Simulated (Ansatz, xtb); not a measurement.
# Two isomers of C4H8GeO2

We compare I, `C/C(=[CH]/[GeH3])C(=O)O`, a singlet, with II, `O=C(O)[C@@H]1C[CH2][GeH2]1`, a singlet. Both are isolated molecules in the gas phase, relaxed with PBE0-D3(BJ)/def2-SVP; the shapes shown needn't be the lowest conformers.

I (Å):

```yaml
atoms:
  - { symbol: C, position_ang: [-2.7628, -1.0508, 1.1642] }
  - { symbol: C, position_ang: [-1.6738, -0.7330, 0.1851] }
  - { symbol: C, position_ang: [-1.0375, 0.4503, 0.1138] }
  - { symbol: C, position_ang: [-1.2681, -1.7967, -0.7743] }
  - { symbol: Ge, position_ang: [0.3870, 0.9495, -1.1272] }
  - { symbol: O, position_ang: [-0.4103, -1.6747, -1.6181] }
  - { symbol: O, position_ang: [-1.9545, -2.9340, -0.6182] }
  - { symbol: H, position_ang: [-2.4919, -1.9163, 1.7886] }
  - { symbol: H, position_ang: [-2.9644, -0.1926, 1.8185] }
  - { symbol: H, position_ang: [-3.6936, -1.3246, 0.6433] }
  - { symbol: H, position_ang: [-1.3504, 1.2208, 0.8288] }
  - { symbol: H, position_ang: [-0.0876, 0.9347, -2.5865] }
  - { symbol: H, position_ang: [0.7371, 2.4107, -0.7510] }
  - { symbol: H, position_ang: [1.6465, 0.0939, -0.9350] }
  - { symbol: H, position_ang: [-1.6171, -3.5534, -1.2832] }
```

II (Å):

```yaml
atoms:
  - { symbol: C, position_ang: [-0.7166, -1.2654, 1.1854] }
  - { symbol: C, position_ang: [-0.5492, -0.2643, 0.1017] }
  - { symbol: C, position_ang: [-1.8068, 0.6000, -0.1464] }
  - { symbol: C, position_ang: [-2.5876, -0.2045, -1.2127] }
  - { symbol: Ge, position_ang: [-0.9140, -1.1314, -1.6745] }
  - { symbol: O, position_ang: [-1.7734, -1.6375, 1.6381] }
  - { symbol: O, position_ang: [0.4555, -1.7687, 1.6069] }
  - { symbol: H, position_ang: [0.2349, -2.4347, 2.2757] }
  - { symbol: H, position_ang: [0.4087, 0.2619, 0.2019] }
  - { symbol: H, position_ang: [-2.3816, 0.7875, 0.7745] }
  - { symbol: H, position_ang: [-1.4967, 1.5745, -0.5541] }
  - { symbol: H, position_ang: [-3.2827, -0.9168, -0.7452] }
  - { symbol: H, position_ang: [-3.1228, 0.3802, -1.9727] }
  - { symbol: H, position_ang: [-0.0817, -0.5103, -2.8116] }
  - { symbol: H, position_ang: [-0.8593, -2.6682, -1.7369] }
```

Quicker runs give these differences E(II) − E(I): GFN2-xTB +4.0 kcal/mol; HF/STO-3G −11.2 kcal/mol (at GFN2-xTB geometries); r2SCAN-D4/def2-SVP −2.2 kcal/mol (at GFN2-xTB geometries).

Q: Which of the two would you expect CCSD(T)/def2-SVP + ΔMP2/def2-TZVPP electronic energies to favour?

A: Not settled: CCSD(T)/def2-SVP + ΔMP2/def2-TZVPP gives E(II) − E(I) = −3.0 kcal/mol, but this leans on the basis-set step: CCSD(T) alone gives +1.2 kcal/mol.

How the difference moves with the method:

| level | geometry | E(II) − E(I) (kcal/mol) | departure from the last row (kcal/mol) | job, with rough time for the two |
| --- | --- | --- | --- | --- |
| GFN2-xTB | GFN2-xTB | +4.0 | +7.0 | optimisation, 0.34 s |
| HF/STO-3G | GFN2-xTB | −11.2 | −8.2 | single point, 0.58 s |
| r2SCAN-D4/def2-SVP | GFN2-xTB | −2.2 | +0.8 | single point, 5.1 s |
| PBE0-D3(BJ)/def2-SVP | PBE0-D3(BJ)/def2-SVP | −4.2 | −1.2 | optimisation, 51 s |
| HF/def2-SVP | PBE0-D3(BJ)/def2-SVP | +3.2 | +6.2 | part of the CCSD(T) run |
| MP2/def2-SVP | PBE0-D3(BJ)/def2-SVP | −1.5 | +1.5 | part of the CCSD(T) run |
| CCSD(T)/def2-SVP | PBE0-D3(BJ)/def2-SVP | +1.2 | +4.2 | single point |
| CCSD(T)/def2-SVP + ΔMP2/def2-TZVPP | PBE0-D3(BJ)/def2-SVP | −3.0 |  | single point, 2.4 min |

As drawn, II has 1 C–C, 1 C–Ge, 1 C–H in place of 1 C=C, 1 Ge–H. Structure I has no ring, II a 4-membered ring.

GFN2-xTB, HF/def2-SVP, CCSD(T)/def2-SVP put the two in the other order. The largest departure from CCSD(T)/def2-SVP + ΔMP2/def2-TZVPP is that of HF/STO-3G, 8.2 kcal/mol. The last row adds to CCSD(T) the change of the MP2 difference between the two basis sets, here −4.2 kcal/mol, a large step that makes the value less sure.

With thermal terms from frequencies at re-optimised GFN2-xTB minima (ideal gas, soft modes damped towards free rotors, one conformer each, 298.15 K, 1 atm): the zero-point term adds +1.7 kcal/mol; ΔH is −1.7 and ΔG −1.0 kcal/mol.

The correlated steps freeze 15 core orbitals; the filled d shell of Ge is correlated, in a basis made for valence electrons. Mirror images aren't counted in ΔG. Codes used: Ansatz 0.2.0, xtb 6.7.1; the last row on 4 threads of Arm Neoverse V1 on a shared host.
